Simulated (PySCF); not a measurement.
Species: C4H4F2O2.
Cartesian coordinates in Å at the PBE0-D3(BJ)/def2-SVP level; atoms count from 1:
```xyz
12
C4H4F2O2 angstrom
O     -0.896    1.541   -1.776
C     -0.880    0.701   -0.942
O     -1.868    0.318   -0.101
C     -1.027   -0.671    0.541
C      0.129   -0.307   -0.391
C      1.367    0.282    0.235
F      1.018    1.204    1.160
F      2.065   -0.688    0.864
H     -1.443   -1.680    0.424
H     -0.875   -0.430    1.602
H      0.416   -1.077   -1.122
H      2.022    0.767   -0.509
```

Method used: PBE0-D3(BJ)/def2-SVP geometry optimisation, gas phase (PySCF 2.14.0).

Take the most abundant isotopes and a rigid rotor. The values belong to one conformer with, in the numbering `[O:1]=[C:2]1[O:3][CH2:4][C@@H:5]1[CH:6]([F:7])[F:8]`, C4–C5–C6–F7 -43°.

(1) What are A, B and C (MHz)?

(2) What kind of rotor is it?

(3) What does the inertial defect say?

(4) Give the other two planar moments, Paa and Pbb, and the rms extents of the mass along the axes.

(5) List the rotational levels J(Ka,Kc) to J = 5 (cm⁻¹).

(6) Which lines would a microwave search look for?

(7) Estimate the classical rotational partition function at 100 K, 200 K and 500 K.

## Answers

(1) Ia = 135.11, Ib = 325.91, Ic = 368.18 u·Å²; 505379 MHz·u·Å²/I gives A = 3741, B = 1551, C = 1373 MHz.

(2) An asymmetric top. Ray's parameter κ = (2B − A − C)/(A − C) = -0.850; −1 is the prolate and +1 the oblate limit.

(3) Not planar: Δ = Ic − Ia − Ib = -92.84 u·Å². For a rigid frame Δ = −2 Σ m c², so Σ m c² = 46.42 u·Å² lies off the ab plane: 4.86 from hydrogen and 41.56 from heavier atoms. The atom farthest from that plane is 1.78 Å away.

(4) Paa = Σ m a² = (Ib + Ic − Ia)/2 = 279.49 and Pbb = Σ m b² = (Ia + Ic − Ib)/2 = 88.69 u·Å². With the mass M = 122.02 u, the rms extents √(P/M) along a, b and c are 1.51, 0.85, 0.62 Å.

(5) Above 0(0,0):
J = 1: 1(0,1) 0.0975, 1(1,1) 0.1706, 1(1,0) 0.1765
J = 2: 2(0,2) 0.2922, 2(1,2) 0.3596, 2(1,1) 0.3775, 2(2,1) 0.5966, 2(2,0) 0.5969
J = 3: 3(0,3) 0.5833, 3(1,3) 0.6431, 3(1,2) 0.6787, 3(2,2) 0.8891, 3(2,1) 0.8909, 3(3,1) 1.2694, 3(3,0) 1.2694
J = 4: 4(0,4) 0.9700, 4(1,4) 1.0206, 4(1,3) 1.0799, 4(2,3) 1.2789, 4(2,2) 1.2840, 4(3,2) 1.6601, 4(3,1) 1.6602, 4(4,1) 2.1917, 4(4,0) 2.1917
J = 5: 5(0,5) 1.4509, 5(1,5) 1.4919, 5(1,4) 1.5806, 5(2,4) 1.7657, 5(2,3) 1.7774, 5(3,3) 2.1487, 5(3,2) 2.1491, 5(4,2) 2.6800, 5(4,1) 2.6800, 5(5,1) 3.3634, 5(5,0) 3.3634
Those of J = 1 are B + C, A + C and A + B.

(6) The dipole components are |μa| = 1.81 D, |μb| = 1.87 D, |μc| = 1.73 D. Intensities carry the squares of the components, which stand as 0.93 : 1.00 : 0.85 (a : b : c). Some lines, for components of 0.1 D or more:

| type | branch | J(Ka,Kc) | MHz | lower level (cm⁻¹) |
| --- | --- | --- | --- | --- |
| c | Q | 2(1,2) ← 2(0,2) | 2022 | 0.292 |
| b | Q | 2(2,1) ← 2(1,2) | 7104 | 0.360 |
| b | R | 4(0,4) ← 3(1,3) | 9801 | 0.643 |
| a | R | 4(3,2) ← 3(3,1) | 11713 | 1.269 |
| b | R | 2(2,0) ← 1(1,1) | 12783 | 0.171 |
| a | R | 5(1,5) ← 4(1,4) | 14130 | 1.021 |
| c | Q | 5(4,2) ← 5(3,2) | 15915 | 2.149 |
| b | Q | 5(4,2) ← 5(3,3) | 15926 | 2.149 |
| b | R | 3(3,1) ← 2(2,0) | 20160 | 0.597 |
| b | R | 3(3,0) ← 2(2,1) | 20171 | 0.597 |
| b | R | 5(2,3) ← 4(1,4) | 22690 | 1.021 |
| c | R | 5(5,0) ← 4(4,0) | 35129 | 2.192 |

(7) Point group C1, symmetry number σ = 1; q = (√π/σ)·√((kT/h)³/(ABC)), k/h = 20836.6 MHz/K: 59700 at 100 K, 169000 at 200 K, 668000 at 500 K.

No frequency check. These are rigid-rotor constants of the computed structure; measured ground-state constants (B0) also hold zero-point vibration.

The run took 51 s wall on an AMD EPYC 9R45 with one thread, shared host with 96 logical CPUs at a one-minute load of 35, and the process peaked at 0.53 GiB of memory. These figures are those of the optimisation.
